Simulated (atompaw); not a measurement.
# Au PAW (atompaw): all-electron and pseudo phase curves

```json
{"Element": "gold", "Generator": "atompaw 4.2.0.5", "Type": "PAW", "Functional": "PBE", "Relativity": "scalar-relativistic", "Frozen core": "[Kr] 4d10", "Valence charge": "33", "Reference configuration": "4f14 5s2 5p6 5d10 6s1 6p0", "Partial waves": "5s (bound): rc 1.30 bohr; 6s (bound): rc 2.05 bohr; 5p (bound): rc 1.50 bohr; 6p (bound, empty): rc 2.05 bohr; 5d (bound): rc 1.40 bohr; 5d channel at 2.49 Ry: rc 2.05 bohr; 4f (bound): rc 1.00 bohr; 4f channel at -5.6 Ry: rc 1.00 bohr", "Local potential": "bessel scheme, radius 1.50 bohr", "Core correction": "smooth core density matched at 1.10 bohr", "Augmentation charge": "sinc compensation charge, radius 1.85 bohr; PAW radius 2.05 bohr; waves and projectors: custom polynom2 7 10 vanderbiltortho"}
```

The phase is arctan(r·u′/u) with u = r·R(r), unwrapped; energies in Ry, scanned from -10 to 5 Ry. A pole is an energy at which the radial function vanishes at the test radius. The pseudo phase is shifted by a multiple of π to meet the all-electron one at the reference energy, and phase errors are pseudo minus all-electron; the curves can meet again beyond the range given. Levels narrower than the energy grid can be missing from the lists of poles.

```csv
channel,radius (bohr),reference energy (Ry),"poles, all-electron","poles, pseudo",unbroken range about the reference energy with phases within 0.05 rad,phase error 1 Ry above the reference energy (rad)
s,2.06,-0.42,"-7.89, 4.82","-7.89, 4.61",the whole range,-0.002
p,2.06,-0.06,-4.16,-4.15,the whole range,+0.002
d,2.06,-0.51,0.55,0.55,the whole range,+0.000
f,2.06,-5.96,-5.95,-5.95,below 2.4,-0.000
```

A Bessel basis up to 400 Ry misses an occupied level by 6.08 Ry, so cutoffs and ghosts were not judged.

Phases in the p channel:

```tsv
E (Ry)	all-electron	pseudo
-10.00	1.404	1.405
-9.76	1.401	1.402
-9.52	1.399	1.399
-9.28	1.395	1.396
-9.04	1.392	1.393
-8.80	1.389	1.390
-8.56	1.386	1.386
-8.32	1.382	1.383
-8.08	1.378	1.378
-7.84	1.373	1.374
-7.60	1.368	1.369
-7.36	1.363	1.363
-7.12	1.357	1.357
-6.88	1.350	1.351
-6.64	1.341	1.342
-6.40	1.332	1.333
-6.16	1.320	1.321
-5.92	1.305	1.306
-5.68	1.285	1.286
-5.44	1.256	1.257
-5.20	1.207	1.209
-4.96	1.103	1.105
-4.72	0.714	0.717
-4.48	-1.047	-1.046
-4.24	-1.516	-1.516
-4.00	-1.633	-1.632
-3.76	-1.687	-1.686
-3.52	-1.720	-1.720
-3.28	-1.744	-1.744
-3.04	-1.764	-1.763
-2.80	-1.781	-1.781
-2.56	-1.797	-1.797
-2.32	-1.813	-1.813
-2.08	-1.829	-1.829
-1.84	-1.846	-1.845
-1.60	-1.863	-1.863
-1.36	-1.883	-1.882
-1.12	-1.904	-1.903
-0.88	-1.928	-1.927
-0.64	-1.955	-1.955
-0.40	-1.987	-1.987
-0.16	-2.025	-2.025
0.08	-2.070	-2.070
0.32	-2.126	-2.126
0.56	-2.197	-2.196
0.80	-2.288	-2.287
1.04	-2.408	-2.405
1.28	-2.568	-2.563
1.52	-2.780	-2.770
1.76	-3.045	-3.029
2.00	-3.339	-3.317
2.24	-3.617	-3.593
2.48	-3.846	-3.822
2.72	-4.022	-3.999
2.96	-4.153	-4.132
3.20	-4.252	-4.233
3.44	-4.328	-4.311
3.68	-4.388	-4.372
3.92	-4.436	-4.421
4.16	-4.476	-4.461
4.40	-4.509	-4.495
4.64	-4.537	-4.523
4.88	-4.562	-4.548
```
